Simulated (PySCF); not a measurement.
Compound: 3-methyl-2-pentanone, C6H12O.
Cartesian coordinates in Å at the GFN2-xTB level; atoms count from 1:
```
atom  x, y, z in Å
C1    -1.9873    0.8921   -0.5970
C2    -1.4247   -0.3853    0.0145
C3     0.0254   -0.2064    0.4724
C4     0.5114   -1.4417    1.2393
C5     0.9471   -0.0320   -0.7270
C6     2.0532    0.9730   -0.5293
O7     0.8159   -0.6642   -1.7435
H8    -1.9525    1.7110    0.1197
H9    -1.4139    1.1770   -1.4765
H10   -3.0216    0.7436   -0.8976
H11   -1.4567   -1.1863   -0.7257
H12   -2.0371   -0.6831    0.8684
H13    0.1011    0.6718    1.1211
H14   -0.1171   -1.6142    2.1102
H15    0.4654   -2.3178    0.5966
H16    1.5386   -1.3130    1.5750
H17    2.5617    0.7918    0.4148
H18    1.6178    1.9703   -0.4926
H19    2.7634    0.9226   -1.3504
```

Theory: TDDFT wB97X-D/def2-SVPD, vertical, gas phase, core orbitals frozen in the response in PySCF 2.14.0, density-fitted response routines.

Computed singlets with f of 0.002 or more:

```csv
state,ν̃ (cm⁻¹),f
S2,58980,0.020
S3,63630,0.0069
S4,65920,0.023
S6,66940,0.056
S7,67070,0.0097
S8,68640,0.018
```

Problem. Turn these into Einstein A coefficients, radiative lifetimes, transition dipoles and integrated cross-sections.

Solution. For one non-degenerate pair of states in vacuum, A = 0.6670 f ν̃² s⁻¹ with ν̃ in cm⁻¹, τ = 1/A, |μ|² = 3f / (2ΔE) in atomic units, and the integrated cross-section is ∫σ dE = 109.76 f Mb·eV.

```json
{"state": "S2", "A (s⁻¹)": "4.5×10⁷", "τ": "22 ns", "|μ| (D)": "0.84", "∫σ dE (Mb·eV)": "2.2"}
{"state": "S3", "A (s⁻¹)": "1.9×10⁷", "τ": "54 ns", "|μ| (D)": "0.48", "∫σ dE (Mb·eV)": "0.75"}
{"state": "S4", "A (s⁻¹)": "6.7×10⁷", "τ": "15 ns", "|μ| (D)": "0.87", "∫σ dE (Mb·eV)": "2.6"}
{"state": "S6", "A (s⁻¹)": "1.7×10⁸", "τ": "6 ns", "|μ| (D)": "1.33", "∫σ dE (Mb·eV)": "6.1"}
{"state": "S7", "A (s⁻¹)": "2.9×10⁷", "τ": "34 ns", "|μ| (D)": "0.56", "∫σ dE (Mb·eV)": "1.1"}
{"state": "S8", "A (s⁻¹)": "5.5×10⁷", "τ": "18 ns", "|μ| (D)": "0.74", "∫σ dE (Mb·eV)": "1.9"}
```

Leading configurations: S2 H→L+1 (87%); S3 H-1→L (77%); S4 H-2→L (27%); S6 H-2→L (26%); S7 H→L+2 (55%); S8 H→L+3 (48%) (H = HOMO, L = LUMO).

Only emission to the ground state at the vertical energy is counted.

Problem. Suppose S2 emitted 0.3 eV lower with the same transition dipole. How would A change?

Solution. At fixed |μ|, A goes as the cube of the energy: (7.01/7.31)³ = 0.88, which makes τ about 25 ns.

Problem. What is the integrated cross-section of all computed states together?

Solution. Σf = 0.134 over S1 to S8, so 109.76 × Σf ≈ 14.8 Mb·eV.

Problem. By what factor does the largest A in the list exceed the smallest?

Solution. S6 has 9 times the rate of S3.

One conformer stands for the species.
